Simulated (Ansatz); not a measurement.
`CO[SiH2][SiH2]O` + `F[CH2][ZnH]` → `O[SiH2][SiH2][ZnH]` + `COCF`  (formal exchange of groups at the Si–O bond)

Isolated molecules relaxed with PBE0-D4/def2-TZVP in Ansatz; ΔE leaves out vibrations. CBS: MP2 limit from def2 TZ/QZ plus the TZ coupled-cluster correction, frozen cores. DFT in def2-TZVPP. For Zn outer-core shells are correlated without core-valence functions, which leaves a few kJ/mol of doubt a bond. Scalar relativity is left out up to krypton. Each species was taken in one conformer, which may not be the lowest.

`CO[SiH2][SiH2]O`:

```xyz
13

C    -2.196    1.331    0.339
O    -1.074    0.523    0.612
Si    0.088    0.208   -0.514
Si    1.706   -1.133    0.535
O     2.820   -1.685   -0.561
H    -2.791    1.412    1.250
H    -1.898    2.339    0.027
H    -2.821    0.893   -0.448
H    -0.503   -0.500   -1.695
H     0.660    1.483   -1.043
H     1.024   -2.262    1.232
H     2.483   -0.358    1.533
H     2.502   -2.250   -1.266
```

`F[CH2][ZnH]`:

```xyz
6

F    -0.408    0.623   -1.542
C    -0.638    0.055   -0.280
Zn    1.086   -0.169    0.650
H    -1.161   -0.894   -0.439
H    -1.326    0.717    0.255
H     2.447   -0.333    1.356
```

`O[SiH2][SiH2][ZnH]`:

Cartesian coordinates in Å:
```
O -0.406 -0.944 -2.011
Si -0.304 -1.349 -0.408
Si -0.440 0.510 1.015
Zn 1.148 2.213 0.538
H 0.318 -0.444 -2.390
H -1.426 -2.294 -0.183
H 0.979 -2.061 -0.123
H -1.828 1.059 0.956
H -0.238 -0.003 2.405
H 2.197 3.313 0.202
```

`COCF`:

Z-matrix (Å, degrees):
```
C
O 1 1.414
H 1 1.097 2 110.8
H 1 1.089 2 107.0 3 118.9
H 1 1.093 2 111.3 3 -121.6
C 2 1.362 1 114.0 3 55.1
F 6 1.383 2 111.4 1 70.0
H 6 1.099 2 112.1 1 -48.8
H 6 1.091 2 107.6 1 -172.1
```

**Question.** Is it downhill or uphill in electronic energy at CCSD(T)/CBS, and by how much? (Best estimate.)

**Answer.** Ansatz gave: Uphill: ΔE = +42.6 kJ/mol.

**Question.** What do these levels give: PBE-D4, HF/def2-TZVPP, MP2/def2-TZVPP, HF/def2-QZVPP, HF/CBS(def2), MP2/CBS(def2)? (An estimate is asked.)

**Answer.** The calculation gave: PBE-D4 22.7, HF/def2-TZVPP 43.4, MP2/def2-TZVPP 47.4, HF/def2-QZVPP 46.4, HF/CBS(def2) 46.8, MP2/CBS(def2) 51.6 kJ/mol.

Largest T1 diagnostic among the species: 0.014.
